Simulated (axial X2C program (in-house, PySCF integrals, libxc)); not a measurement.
## Correcting the dissociation energy of BrF for spin–orbit coupling

A spin-free CCSD(T) curve (one-electron X2C) was computed with an in-house all-electron X2C program for linear molecules (integrals from PySCF), basis Br dyall-cv3z [8s9p6d4f1g], F dyall-av3z [7s6p3d2f] (cores contracted in-house), for the state M_S = 0, Λ = 0 (closed shell). It gives D0 = 2.582 eV to Br + F, which in a spin-free picture are the weighted means of the ground terms.

Correlated methods: 14 electrons correlated (number of frozen shells: Br 3 s, 2 p, 1 d; F 1 s), 210 virtual spin orbitals or spinors in MP2, 90 natural virtuals in coupled cluster.

Measured levels of the ground terms (NIST Handbook of Basic Atomic Spectroscopic Data), in cm⁻¹: Br 2P: J = 3/2 at 0, J = 1/2 at 3685.2; F 2P: J = 3/2 at 0, J = 1/2 at 404.1.

The molecular state has Λ = 0, so it has no first-order lowering.

Task: How far does each ground level lie under the (2J+1)-weighted mean of its term?

Result: Br: (4 × 0 + 2 × 3685.2)/6 = 1228 cm⁻¹; F: (4 × 0 + 2 × 404.1)/6 = 135 cm⁻¹.

Task: Correct D0.

Result: D0 = 2.582 + (0 − 1363)/8065.5 = 2.413 eV at CCSD(T) with these spin–orbit terms. The direct two-component run gives 2.440 eV; the difference holds second-order terms in the molecule, scalar two-electron terms, the gap between measured and computed atomic splittings (a 2c atom can miss part of its lowering) and, in coupled cluster, the truncation of each run.

Second-order spin–orbit effects in the molecule, which grow quickly with Z, are left out. One determinant describes the state; a PBE0 search over occupations chose it and may have missed a lower one. De is counted from the lowest determinant-based energies of the atoms at the same level, without counterpoise correction. CCSD and (T) use frozen natural virtuals with an MP2 correction for the truncation; (T) itself is uncorrected, so its De runs slightly low.
